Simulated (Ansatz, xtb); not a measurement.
Isomers of GaH5O3Si in order of energy

5 gas-phase structures of GaH5O3Si, from a drawn sample of its isomers (lower ones may exist). Each was relaxed with GFN2-xTB; where two conformers were screened, the lower at r2SCAN-D4/def2-SVP is listed:

A. a singlet given by its coordinates
B. a singlet given by its coordinates
C. `O[SiH2][O][GaH][OH]`, a singlet
D. `[OH][Ga]([OH])[O][SiH3]`, a singlet
E. `O[SiH2][Ga]([OH])[OH]`, a singlet

B (Å):

```xyz
10

Ga   -1.4011    0.3090    0.3100
O    -2.5174    1.1262   -3.3441
O    -2.8890   -0.3332   -1.0809
O    -1.6530    1.7847   -0.8207
Si   -2.8152    1.2453   -1.7656
H    -1.6199    1.1259   -3.6706
H    -4.1401    1.8071   -1.6357
H    -3.4793   -0.9869   -1.4611
H    -0.1486   -0.5317   -0.0036
H    -2.1328    0.3848    1.6580
```

Close contacts (Å): Ga1–O3 2.14, Ga1–O4 1.88, O2–Si5 1.61, O3–Si5 1.72, O4–Si5 1.59, Ga1–H9 1.54, Ga1–H10 1.54, O2–H6 0.96, O3–H8 0.96, Si5–H7 1.44.

A (Å):

```xyz
10

Ga   -1.8180   -1.0111    0.7331
O    -3.6174   -1.3237   -0.4756
O    -1.9630    0.4997   -0.3832
O    -0.6212   -2.1797    0.3466
Si   -3.2740    0.1768   -1.2171
H    -4.3815   -1.8379   -0.7402
H    -3.0460   -0.1153   -2.6264
H    -4.4082    1.0345   -0.9038
H    -2.3261   -0.9183    2.1384
H    -0.0795   -2.2610   -0.4360
```

Close contacts (Å): Ga1–O2 2.19, Ga1–O3 1.88, Ga1–O4 1.72, Ga1–Si5 2.71, O2–Si5 1.71, O3–Si5 1.59, Ga1–H9 1.50, O2–H6 0.96, O4–H10 0.96, Si5–H7 1.46, Si5–H8 1.46.

Q: Estimate their order in r2SCAN-D4/def2-SVP energy at these geometries, lowest first.

A: Calculated order at r2SCAN-D4/def2-SVP: B (0.0), A (16.9), C (20.5), D (30.1), E (46.8) kcal/mol.

Energies above the lowest of each column, in kcal/mol:

```json
{"structure": "B", "GFN2-xTB": "0.0", "HF/STO-3G": "0.0", "r2SCAN-D4/def2-SVP": "0.0"}
{"structure": "A", "GFN2-xTB": "1.0", "HF/STO-3G": "5.2", "r2SCAN-D4/def2-SVP": "16.9"}
{"structure": "C", "GFN2-xTB": "7.8", "HF/STO-3G": "15.5", "r2SCAN-D4/def2-SVP": "20.5"}
{"structure": "D", "GFN2-xTB": "22.2", "HF/STO-3G": "10.7", "r2SCAN-D4/def2-SVP": "30.1"}
{"structure": "E", "GFN2-xTB": "27.4", "HF/STO-3G": "45.0", "r2SCAN-D4/def2-SVP": "46.8"}
```

Every level run on B puts it lowest or level with the lowest. Some further structures that were screened fall inside this span and aren't listed. Flexible structures stand in one conformer each, not always the lowest. Frequencies (GFN2-xTB) were run for A alone.

Over these structures GFN2-xTB departs from r2SCAN-D4/def2-SVP by 5.8 kcal/mol on average once a common shift is removed. A GFN2-xTB relaxation took about 0.12 s and the r2SCAN-D4/def2-SVP energy about 1.2 s on a shared host (Ansatz 0.2.0, xtb 6.7.1).
